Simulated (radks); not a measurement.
Results of a calculation; reference values are marked as such.
Initial-state core-level shifts of the krypton ion Kr+ when its valence configuration changes from [Ar] 3d10 4s2 4p5. Code: a radial shooting solver on a logarithmic mesh with Libxc functionals. Model: scalar-relativistic Kohn-Sham, PBE, spin-unpolarised, spherical densities, finite nucleus; Fermi nuclear charge, rms radius 4.1884 fm. Shifts are changes of the shell-averaged eigenvalues in eV (positive: less bound); the change of the density at the nucleus, which sets a Mossbauer isomer shift, is in e/bohr^3, on a base of 5.014e+04.

valence               1s       2s       2p       3p  density at nucleus
3d9 4s2 4p6      -16.805  -18.621  -18.504  -13.634             +21.137
3d10 4s1 4p6      -1.575   -1.551   -1.540   -1.553             -44.640
3d9.5 4s2 4p5.5   -8.300   -9.191   -9.132   -6.784             +10.410
